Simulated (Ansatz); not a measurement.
# Telling isomers of CH4BeOS apart by their spectra

These gas-phase data were calculated for one isomer of CH4BeOS at PBE0-D3(BJ)/def2-SVP (harmonic, unscaled wavenumbers; equilibrium rotational constants with average atomic masses):

- rotational constants: 14.78, 2.878, 2.455 GHz
- all wavenumbers above 1500 cm⁻¹: 4066, 3187, 3185, 3073

Candidates:

(1) `[BeH][O]CS`, a singlet
(2) `C[S][Be][OH]`, a singlet
(3) `[OH][Be][CH2]S`, a singlet

Task: Assign the data to one candidate and say why.

Result: Candidate (2). No mode falls between 2500 and 2800 cm⁻¹, where the S–H stretch of (1), (3) would stand.

The same quantities for all candidates:

```
     rotational constants (GHz)  wavenumbers above 1500 cm⁻¹  E above the lowest, PBE0-D3(BJ)/def2-SVP (kcal/mol)
(1)         15.24, 3.745, 3.133       3122, 3059, 2711, 2217                                                 39.1
(2)         14.78, 2.878, 2.455       4066, 3187, 3185, 3073                                                  0.0
(3)         16.48, 2.589, 2.298       4088, 3148, 3081, 2701                                                 22.1
```

Each candidate is one conformer. Programs: Ansatz 0.2.0.
